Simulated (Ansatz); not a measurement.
`FC(F)=CC(F)F` and `FCC=C(F)F` differ in one atom or group.

Ansatz, PBE0-D4/def2-TZVP geometries, multiplicity 1. Each molecule was computed in one conformer, which needn't be the lowest.

```json
{"property": "HOMO energy (ωB97M-V/def2-TZVPP) / eV", "`FC(F)=CC(F)F`": "-10.64"}
{"property": "HOMO energy (PBE0/def2-TZVPP) / eV", "`FC(F)=CC(F)F`": "-8.36"}
{"property": "HOMO–LUMO gap (PBE0/def2-TZVPP) / eV", "`FC(F)=CC(F)F`": "8.12"}
{"property": "size of the dipole moment (ωB97M-V/def2-TZVPP) / D", "`FC(F)=CC(F)F`": "1.31"}
{"property": "zero-point energy (PBE0-D4/def2-TZVP) / kJ/mol", "`FC(F)=CC(F)F`": "133.7"}
{"property": "size of the dipole moment (B3LYP/def2-TZVPP) / D", "`FC(F)=CC(F)F`": "1.27"}
```

What does the change do to each property? (Estimate.)

Computed: 
```csv
property,`FCC=C(F)F`,shift
HOMO energy (ωB97M-V/def2-TZVPP) / eV,-10.22,0.42
HOMO energy (PBE0/def2-TZVPP) / eV,-7.96,0.40
HOMO–LUMO gap (PBE0/def2-TZVPP) / eV,7.97,-0.15
size of the dipole moment (ωB97M-V/def2-TZVPP) / D,1.53,0.22
zero-point energy (PBE0-D4/def2-TZVP) / kJ/mol,154.0,20.3
size of the dipole moment (B3LYP/def2-TZVPP) / D,1.54,0.27
```

With PBE0 the HOMO rises by 0.40 eV and the LUMO rises by 0.25 eV, so the gap narrows by about 0.15 eV. PBE moves the HOMO by 0.34 eV and ωB97M-V by 0.42 eV. Dipoles are sizes alone; their direction can turn.

B3LYP here is the variant with VWN-RPA as its local correlation; programs differ in this.
